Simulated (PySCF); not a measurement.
Field gradients at the hydrogen positions

Species: SiCl3(NHMe), CH₄Cl₃NSi.
Cartesian coordinates in Å at the PBE0-D3(BJ)/def2-SVP level; atoms count from 1:
```
atom  x, y, z in Å
Si1    0.5431    0.8905    0.8359
Cl2    0.4962    0.9101    2.8818
Cl3    2.4934    0.9205    0.1963
Cl4   -0.2998    2.6106    0.0982
N5    -0.2856   -0.4902    0.3236
C6    -0.5058   -0.8775   -1.0508
H7    -0.6337   -1.1249    1.0324
H8    -1.5792   -0.9640   -1.2886
H9    -0.0875   -0.1169   -1.7264
H10   -0.0165   -1.8349   -1.2979
```

Level: PBE0/pcSseg-1 (PySCF, non-relativistic); Q(2H) = 0.00286 b; rigid geometry, the same for H and D, with no vibrational averaging.

Q: Give the electric field gradient Vzz (the principal value of largest size), its asymmetry and the 2H coupling at each hydrogen.

A: 
| atom | bonded to | bond length (Å) | Vzz (au) | η | χzz (kHz) |
| --- | --- | --- | --- | --- | --- |
| H7 | N5 | 1.013 | 0.4046 | 0.20 | 272 |
| H8 | C6 | 1.103 | 0.2818 | 0.06 | 189 |
| H9 | C6 | 1.100 | 0.2831 | 0.11 | 190 |
| H10 | C6 | 1.103 | 0.2813 | 0.06 | 189 |

Q: Average by the element that carries the hydrogen.

A: on N: 272 kHz over 1 position, mean bond length 1.013 Å; on C: 190 kHz over 3 positions, mean bond length 1.102 Å.

Q: A static deuteron (I = 1) shows a doublet split by (3/2)χ, (3/4)χ(1 + η) and (3/4)χ(1 − η) with the field along z, y and x of the gradient. What are these for H9?

A: With |χ| = 190.3 kHz and η = 0.112: 285, 159 and 127 kHz, to first order and without motion.

Geometry: PBE0-D3(BJ)/def2-SVP; no solvent, vibrations or thermal averaging. The basis is small and wasn't made for field gradients, so the couplings can be 20 % off.
